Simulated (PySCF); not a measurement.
These are PBE-D3(BJ)/def2-TZVP // TPSSh-D3(BJ)/def2-TZVP (PySCF) values and carry that method's errors. Isolated molecules, 0 K electronic values unless said otherwise. 

Reference species (SMILES): `[AlH][Cl]` (neutral, multiplicity 2).

```json
{
  "dipole_moment": "1.40 D"
}
```

Changed species: `[Cl][Al][Cl]` (radical fragment; the reference has radical fragment).

### Question
Predict the effect on the dipole moment.

### Answer
the dipole moment hardly moves.
